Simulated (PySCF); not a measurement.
GeH₆OSi. Atoms are numbered in the order given.

```xyz
9

Si    -1.3043    -0.2455    -0.0983
O     -1.8081     1.1102    -0.9420
Ge     1.0382    -0.1637     0.2553
H     -1.9893    -0.3659     1.2261
H     -1.6713    -1.4172    -0.9356
H     -1.5735     1.9651    -0.5674
H      1.4115     1.1371     0.9924
H      1.7994    -0.1772    -1.0806
H      1.5255    -1.3480     1.1075
```
Charge 0, spin multiplicity 1.

The structure is a stationary point at ωB97X-D3(BJ)/def2-SVP. The values are those of a single conformer.

Computed with PBE/pcSseg-1 (PySCF).

GIAO shieldings, no solvent; atoms listed in one row are averaged. δ = σ(ref) − σ: ²⁹Si against TMS (σ = 335.4 ppm); ¹⁷O against H2O (σ = 334.3 ppm); ⁷³Ge against GeH4 (σ = 1614.4 ppm); ¹H against TMS (σ = 31.49 ppm), references at their B3LYP-D3(BJ)/def2-TZVP geometries, non-relativistic.

Estimate the chemical shifts. (The exact figures need the calculation; the answer reports its results.)


| nucleus | atoms | count | δ (ppm) |
|---|---|---|---|
| ²⁹Si | Si1 | 1 | -12.4 |
| ¹⁷O | O2 | 1 | 13.5 |
| ⁷³Ge | Ge3 | 1 | -25.0 |
| ¹H | H4 | 1 | 6.18 |
| ¹H | H5 | 1 | 5.87 |
| ¹H | H7, H8, H9 | 3 | 3.70 |
| ¹H | H6 | 1 | 0.07 |
